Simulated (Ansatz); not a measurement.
Gas-phase electronic energies from Ansatz, PBE0-D4/def2-TZVP geometries. CBS: MP2 limit from def2 TZ/QZ plus the TZ coupled-cluster correction, frozen cores. This one scheme is used for every species. DFT in def2-TZVPP. def2 core potentials past Kr. For Sn outer-core shells are correlated without core-valence functions, which leaves a few kJ/mol of doubt a bond. Each species was taken in one conformer, which may not be the lowest.

`F[BH][SnH2][SiH3]` + CH₃OH → `OCBF` + `[SiH3][SnH3]`  (formal exchange of groups at a B–Sn bond)

`F[BH][SnH2][SiH3]`:

Z-matrix (Å, degrees):
```
Sn
B 1 2.268
Si 1 2.568 2 110.9
H 1 1.711 2 110.0 3 119.2
H 1 1.710 2 111.9 3 -121.3
F 2 1.318 1 119.6 3 94.3
H 2 1.202 1 123.8 3 -84.0
H 3 1.487 1 110.1 2 58.1
H 3 1.487 1 110.1 2 -61.5
H 3 1.487 1 110.6 2 178.3
```

CH₃OH:

Z-matrix (Å, degrees):
```
C
O 1 1.409
H 1 1.097 2 112.4
H 1 1.090 2 107.0 3 -118.5
H 1 1.097 2 112.4 3 123.0
H 2 0.959 1 108.5 3 -61.6
```

`OCBF`:

Cartesian coordinates in Å:
```
O 0.118 1.317 -0.852
C -0.280 0.528 0.248
B 0.139 -0.970 0.231
F 0.834 -1.426 -0.805
H 0.598 0.759 -1.470
H -1.376 0.566 0.362
H 0.101 0.970 1.183
H -0.133 -1.744 1.104
```

`[SiH3][SnH3]`:

Z-matrix (Å, degrees):
```
Si
Sn 1 2.560
H 1 1.487 2 110.2
H 1 1.487 2 110.2 3 -120.0
H 1 1.487 2 110.2 3 120.0
H 2 1.708 1 110.8 3 179.5
H 2 1.708 1 110.8 3 -60.5
H 2 1.708 1 110.7 3 59.5
```

```json
{"level": "ωB97X-V", "ΔE (eV)": "-0.26"}
{"level": "ωB97M-V", "ΔE (eV)": "-0.27"}
{"level": "MP2/def2-TZVPP", "ΔE (eV)": "-0.18"}
{"level": "MP2/def2-QZVPP", "ΔE (eV)": "-0.17"}
```

**Question.** What does CCSD(T)/CBS give? (Estimate.)

**Answer.** Ansatz gave: -0.18 eV. The listed levels differ from it by -0.08, -0.09, 0.00, 0.01 eV.

Largest T1 diagnostic among the species: 0.014.

In def2-TZVPP, CCSD(T) changes the Hartree–Fock value by +0.07 eV (the triples alone add +0.01 eV) and MP2 by +0.09 eV.
